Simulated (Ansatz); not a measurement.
# Nudged elastic band run: Cl$_{3}$FH$_{4}$OPTa

input.yaml

```yaml
crystal:
  periodic: [false, false, false]
  atoms:
    - { symbol: Ta, position_ang: [0.070151, -0.085085, 0.147737] }
    - { symbol: O, position_ang: [1.724215, -1.044578, 0.159112] }
    - { symbol: H, position_ang: [2.234816, -1.500549, 0.85038] }
    - { symbol: Cl, position_ang: [-0.065334, -0.5821, 2.477591] }
    - { symbol: F, position_ang: [0.618688, 0.774617, -1.455261] }
    - { symbol: Cl, position_ang: [-1.571185, 1.611887, 0.487356] }
    - { symbol: Cl, position_ang: [-1.337669, -1.691822, -0.735961] }
    - { symbol: P, position_ang: [1.558079, 2.057347, 1.163497] }
    - { symbol: H, position_ang: [1.07812, 2.691603, 2.347295] }
    - { symbol: H, position_ang: [1.665012, 3.201643, 0.314889] }
    - { symbol: H, position_ang: [2.939306, 1.935336, 1.523965] }
basis:
  gaussian: { orbitals: def2-SVP }
hamiltonian:
  xc: pbe
neb:
  order_check: false
  images: 9
  f_tol: 0.05
  max_iterations: 20
  final_atoms:
    - { symbol: Ta, position_ang: [-0.170396, 0.46588483, 0.33774845] }
    - { symbol: O, position_ang: [2.05187322, -0.21942712, 0.47609894] }
    - { symbol: H, position_ang: [2.13395462, -1.19822105, 0.48952646] }
    - { symbol: Cl, position_ang: [-0.35385305, -0.00992629, 2.64120008] }
    - { symbol: F, position_ang: [0.35433224, 1.16208976, -1.34411597] }
    - { symbol: Cl, position_ang: [-2.36296919, 1.11891183, 0.09370127] }
    - { symbol: Cl, position_ang: [-0.14455628, -1.80310586, -0.35480727] }
    - { symbol: P, position_ang: [0.97789152, 2.60985676, 1.15528935] }
    - { symbol: H, position_ang: [1.74196018, 2.29327527, 2.32853922] }
    - { symbol: H, position_ang: [2.08910182, 2.79109716, 0.26342412] }
    - { symbol: H, position_ang: [2.59685992, 0.15786371, 1.19399537] }
  initial_path:
    images:
      - { positions_ang: [[0.070151, -0.085085, 0.147737], [1.724215, -1.044578, 0.159112], [2.234816, -1.500549, 0.85038], [-0.065334, -0.5821, 2.477591], [0.618688, 0.774617, -1.455261], [-1.571185, 1.611887, 0.487356], [-1.337669, -1.691822, -0.735961], [1.558079, 2.057347, 1.163497], [1.07812, 2.691603, 2.347295], [1.665012, 3.201643, 0.314889], [2.939306, 1.935336, 1.523965]] }
      - { positions_ang: [[0.05573262, -0.05768801, 0.10889374], [1.85141885, -0.85403647, 0.1435739], [2.31211215, -1.32922672, 0.85746431], [-0.07943215, -0.45642317, 2.46604943], [0.51548496, 0.63095121, -1.55893619], [-1.47765994, 1.74188428, 0.36963531], [-1.34256862, -1.75510498, -0.61377052], [1.4335215, 2.0847862, 1.23666054], [1.1113415, 2.49815417, 2.44445827], [1.75252692, 3.11011184, 0.43914368], [2.78172121, 1.75489064, 1.38742754]] }
      - { positions_ang: [[0.04131424, -0.03029101, 0.07005048], [1.97862271, -0.66349493, 0.1280358], [2.38940829, -1.15790444, 0.86454862], [-0.0935303, -0.33074635, 2.45450785], [0.41228192, 0.48728542, -1.66261139], [-1.38413488, 1.87188155, 0.25191462], [-1.34746824, -1.81838795, -0.49158004], [1.30896401, 2.11222539, 1.30982407], [1.14456299, 2.30470534, 2.54162153], [1.84004183, 3.01858068, 0.56339837], [2.62413641, 1.57444528, 1.25089008]] }
      - { positions_ang: [[0.02689586, -0.00289402, 0.03120722], [2.10582656, -0.4729534, 0.1124977], [2.46670444, -0.98658216, 0.87163293], [-0.10762845, -0.20506952, 2.44296628], [0.30907888, 0.34361964, -1.76628658], [-1.29060982, 2.00187883, 0.13419394], [-1.35236786, -1.88167093, -0.36938956], [1.18440651, 2.13966459, 1.38298761], [1.17778449, 2.11125651, 2.6387848], [1.92755675, 2.92704952, 0.68765305], [2.46655162, 1.39399993, 1.11435262]] }
      - { positions_ang: [[0.01247748, 0.02450298, -0.00763603], [2.23303041, -0.28241186, 0.0969596], [2.54400059, -0.81525987, 0.87871724], [-0.1217266, -0.0793927, 2.4314247], [0.20587584, 0.19995385, -1.86996178], [-1.19708476, 2.13187611, 0.01647325], [-1.35726747, -1.9449539, -0.24719908], [1.05984902, 2.16710378, 1.45615114], [1.21100599, 1.91780768, 2.73594806], [2.01507167, 2.83551837, 0.81190773], [2.30896682, 1.21355457, 0.97781516]] }
      - { positions_ang: [[-0.00194089, 0.05189997, -0.04647929], [2.36023427, -0.09187033, 0.0814215], [2.62129673, -0.64393759, 0.88580155], [-0.13582474, 0.04628413, 2.41988313], [0.1026728, 0.05628806, -1.97363697], [-1.10355969, 2.26187338, -0.10124744], [-1.36216709, -2.00823688, -0.1250086], [0.93529152, 2.19454298, 1.52931468], [1.24422749, 1.72435886, 2.83311133], [2.10258659, 2.74398721, 0.93616242], [2.15138203, 1.03310921, 0.8412777]] }
      - { positions_ang: [[-0.03563192, 0.13469694, 0.03036626], [2.29856206, -0.11738169, 0.16035699], [2.52382831, -0.75479428, 0.80654653], [-0.1794304, 0.03504204, 2.46414652], [0.15300469, 0.2774484, -1.84773277], [-1.35544159, 2.03328107, -0.0622577], [-1.11864493, -1.96721067, -0.17096833], [0.94381152, 2.27760574, 1.45450961], [1.34377402, 1.83814214, 2.73219691], [2.09988963, 2.7534092, 0.80161476], [2.24047761, 0.85806011, 0.91182123]] }
      - { positions_ang: [[-0.06932294, 0.21749392, 0.1072118], [2.23688985, -0.14289305, 0.23929248], [2.42635989, -0.86565097, 0.72729151], [-0.22303607, 0.02379996, 2.50840991], [0.20333658, 0.49860874, -1.72182857], [-1.60732349, 1.80468876, -0.02326796], [-0.87512277, -1.92618447, -0.21692807], [0.95233152, 2.36066849, 1.37970455], [1.44332056, 1.95192542, 2.63128248], [2.09719268, 2.76283119, 0.6670671], [2.32957318, 0.68301101, 0.98236477]] }
      - { positions_ang: [[-0.10301396, 0.30029089, 0.18405735], [2.17521764, -0.16840441, 0.31822796], [2.32889147, -0.97650767, 0.64803649], [-0.26664173, 0.01255788, 2.5526733], [0.25366847, 0.71976908, -1.59592437], [-1.85920539, 1.57609645, 0.01572178], [-0.6316006, -1.88515826, -0.2628878], [0.96085152, 2.44373125, 1.30489948], [1.5428671, 2.0657087, 2.53036806], [2.09449573, 2.77225318, 0.53251944], [2.41866876, 0.50796191, 1.0529083]] }
      - { positions_ang: [[-0.13670498, 0.38308786, 0.2609029], [2.11354543, -0.19391577, 0.39716345], [2.23142304, -1.08736436, 0.56878147], [-0.31024739, 0.00131579, 2.59693669], [0.30400035, 0.94092942, -1.47002017], [-2.11108729, 1.34750414, 0.05471153], [-0.38807844, -1.84413206, -0.30884754], [0.96937152, 2.52679401, 1.23009442], [1.64241364, 2.17949199, 2.42945364], [2.09179878, 2.78167517, 0.39797178], [2.50776434, 0.33291281, 1.12345184]] }
      - { positions_ang: [[-0.170396, 0.46588483, 0.33774845], [2.05187322, -0.21942712, 0.47609894], [2.13395462, -1.19822105, 0.48952646], [-0.35385305, -0.00992629, 2.64120008], [0.35433224, 1.16208976, -1.34411597], [-2.36296919, 1.11891183, 0.09370127], [-0.14455628, -1.80310586, -0.35480727], [0.97789152, 2.60985676, 1.15528935], [1.74196018, 2.29327527, 2.32853922], [2.08910182, 2.79109716, 0.26342412], [2.59685992, 0.15786371, 1.19399537]] }
```

Run as:

```bash
$ ansatz run input.yaml --threads 4 --pin off --max-ram 5120MiB --backend cpu --events-out ev --progress --plain --runs-dir out
```

Output, in part (warnings, iteration lines, the closing report on the highest movable image, with atoms numbered from 0):

```
NEB end point (image 0): max|allowed force component| = 2.196e-2 eV/Å (the criterion of neb.relax_end_points is 1.000e-2)
NEB end point (image 10): max|allowed force component| = 1.871e-2 eV/Å (the criterion of neb.relax_end_points is 1.000e-2)
NEB iter   1: max|band force component| = 6.038e0 eV/Å  barrier→ = 5.1165 eV  barrier← = 4.3503 eV  Δτ_max = 0.2000 Å  (471 SCF iters)
NEB iter   2: max|band force component| = 2.058e0 eV/Å  barrier→ = 3.3387 eV  barrier← = 2.5726 eV  Δτ_max = 0.2000 Å  (375 SCF iters)
NEB iter   3: max|band force component| = 1.913e0 eV/Å  barrier→ = 2.4600 eV  barrier← = 1.6938 eV  Δτ_max = 0.1987 Å  (352 SCF iters)
NEB iter   4: max|band force component| = 1.226e0 eV/Å  barrier→ = 1.9697 eV  barrier← = 1.2036 eV  Δτ_max = 0.2000 Å  (321 SCF iters)
NEB iter   5: max|band force component| = 1.142e0 eV/Å  barrier→ = 1.8749 eV  barrier← = 1.1087 eV  Δτ_max = 0.2000 Å  (317 SCF iters)
NEB iter   6: max|band force component| = 5.474e-1 eV/Å  barrier→ = 1.7834 eV  barrier← = 1.0173 eV  Δτ_max = 0.2000 Å  (328 SCF iters)
NEB iter   7: max|band force component| = 6.473e-1 eV/Å  barrier→ = 1.6587 eV  barrier← = 0.8925 eV  Δτ_max = 0.1008 Å  (321 SCF iters)
NEB iter   8: max|band force component| = 4.487e-1 eV/Å  barrier→ = 1.6207 eV  barrier← = 0.8546 eV  CI = image 6  Δτ_max = 0.1004 Å  (317 SCF iters)
NEB iter   9: max|band force component| = 4.170e-1 eV/Å  barrier→ = 1.6168 eV  barrier← = 0.8507 eV  CI = image 6  Δτ_max = 0.2000 Å  (312 SCF iters)
NEB iter  10: max|band force component| = 5.570e-1 eV/Å  barrier→ = 1.5663 eV  barrier← = 0.8001 eV  CI = image 6  Δτ_max = 0.2000 Å  (324 SCF iters)
NEB iter  11: max|band force component| = 7.319e-1 eV/Å  barrier→ = 1.4410 eV  barrier← = 0.6749 eV  CI = image 6  Δτ_max = 0.1007 Å  (330 SCF iters)
NEB iter  12: max|band force component| = 4.012e-1 eV/Å  barrier→ = 1.5470 eV  barrier← = 0.7808 eV  CI = image 6  Δτ_max = 0.2000 Å  (305 SCF iters)
NEB iter  13: max|band force component| = 4.112e-1 eV/Å  barrier→ = 1.5573 eV  barrier← = 0.7912 eV  CI = image 6  Δτ_max = 0.0948 Å  (310 SCF iters)
NEB iter  14: max|band force component| = 1.510e-1 eV/Å  barrier→ = 1.5340 eV  barrier← = 0.7679 eV  CI = image 6  Δτ_max = 0.0928 Å  (300 SCF iters)
NEB iter  15: max|band force component| = 1.052e-1 eV/Å  barrier→ = 1.5246 eV  barrier← = 0.7584 eV  CI = image 6  Δτ_max = 0.0996 Å  (290 SCF iters)
NEB iter  16: max|band force component| = 1.596e-1 eV/Å  barrier→ = 1.5150 eV  barrier← = 0.7489 eV  CI = image 6  Δτ_max = 0.0502 Å  (290 SCF iters)
NEB iter  17: max|band force component| = 9.215e-2 eV/Å  barrier→ = 1.5126 eV  barrier← = 0.7465 eV  CI = image 6  Δτ_max = 0.0501 Å  (286 SCF iters)
NEB iter  18: max|band force component| = 5.717e-2 eV/Å  barrier→ = 1.5119 eV  barrier← = 0.7458 eV  CI = image 6  Δτ_max = 0.0499 Å  (292 SCF iters)
NEB iter  19: max|band force component| = 5.808e-2 eV/Å  barrier→ = 1.5114 eV  barrier← = 0.7452 eV  CI = image 6  Δτ_max = 0.0250 Å  (294 SCF iters)
NEB iter  20: max|band force component| = 4.423e-2 eV/Å  barrier→ = 1.5108 eV  barrier← = 0.7447 eV  CI = image 6  Δτ_max = 0.0000 Å  (590 SCF iters)
Total energy: -53202.52456283 eV, -1955.1567157177 hartree
Atom 0 at    -0.086182     0.274092     0.211634 Å, force     0.000313     0.011481    -0.000636 eV/Å
Atom 1 at     1.905586    -0.462261     0.379389 Å, force    -0.001877     0.034438     0.049208 eV/Å
Atom 2 at     2.110382    -1.117215     1.076148 Å, force     0.005205    -0.020295    -0.015000 eV/Å
Atom 3 at    -0.347160    -0.190524     2.507080 Å, force     0.003715     0.005870    -0.007345 eV/Å
Atom 4 at     0.577797     1.113049    -1.347940 Å, force    -0.005391    -0.002815    -0.007451 eV/Å
Atom 5 at    -2.131512     1.351811     0.062764 Å, force     0.000035    -0.001466    -0.002258 eV/Å
Atom 6 at    -0.709153    -1.779377    -0.650079 Å, force     0.003859     0.001978    -0.000726 eV/Å
Atom 7 at     1.307771     2.355787     1.225165 Å, force    -0.005390    -0.003888     0.021938 eV/Å
Atom 8 at     1.936108     2.211483     2.500337 Å, force     0.003483     0.010064    -0.000121 eV/Å
Atom 9 at     2.403502     2.849140     0.448830 Å, force    -0.005591    -0.007598    -0.002029 eV/Å
Atom 10 at     1.947060     0.762313     0.867273 Å, force     0.001639    -0.027767    -0.035580 eV/Å
Dipole moment:     0.445550    -0.121329     0.296886 e Å
```

The run converged. A vibrational analysis at the climbing image gives one clearly imaginary mode, 1196i cm⁻¹: a first-order saddle point. The orbitals stay closed-shell, which can raise the energy where a bond breaks towards radicals; this wasn't checked here.

Final band (atoms are numbered from 1 in the order of the input):

```tsv
image	path coordinate (Å)	energy (kcal/mol)	P8–H11 (Å)	O2–H11 (Å)
0	0.00	0.0	1.43	3.50
1	0.52	0.6	1.43	3.15
2	1.03	2.4	1.43	2.83
3	1.55	6.0	1.42	2.49
4	2.06	12.1	1.42	2.16
5	2.58	20.7	1.46	1.83
6	3.09	34.8	1.75	1.32
7	3.52	23.8	2.18	1.02
8	3.95	19.5	2.52	0.99
9	4.38	18.2	2.73	0.98
10	4.81	17.7	2.94	0.98
```

Time of the run: 22 min on 4 threads of AMD EPYC 7571, on a shared host, peak memory 0.31 GiB.
